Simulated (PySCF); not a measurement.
# Polarisability and C₆ of Ge (germanium, neutral)

[Ar] 3d10 4s1 4p3, high-spin 5S determinant (an excited configuration). Computed with PySCF 2.14 in aug-cc-pVTZ-PP with ECP10MDF, with scalar relativity through the core potential. Coupled (time-dependent) response in atomic units; α is the mean over directions.

```json
{"method": "UHF", "mean α (bohr³)": "36.26", "C₆ (like pair)": "306.0", "S(−4)": "440.7"}
{"method": "PBE", "mean α (bohr³)": "42.11", "C₆ (like pair)": "368.4", "S(−4)": "684.1"}
{"method": "PBE0", "mean α (bohr³)": "39.61", "C₆ (like pair)": "341.1", "S(−4)": "573.7"}
{"method": "M06", "mean α (bohr³)": "38.83", "C₆ (like pair)": "321.7", "S(−4)": "599.3"}
{"method": "MN15", "mean α (bohr³)": "40.73", "C₆ (like pair)": "346.5", "S(−4)": "640.2"}
```

S(−4) is the Cauchy moment in α(ω) = α(0) + S(−4) ω² + …

α(iu) at UHF:

| u (hartree) | α(iu) (bohr³) |
| --- | --- |
| 0 | 36.26 |
| 0.0500 | 35.19 |
| 0.100 | 32.41 |
| 0.200 | 24.99 |
| 0.300 | 18.48 |
| 0.500 | 10.51 |
| 0.750 | 5.951 |
| 1.00 | 3.812 |
| 1.50 | 1.972 |
| 2.00 | 1.221 |
| 3.00 | 0.6117 |
| 5.00 | 0.2462 |

Energies and moments cover only the electrons outside the core potential.
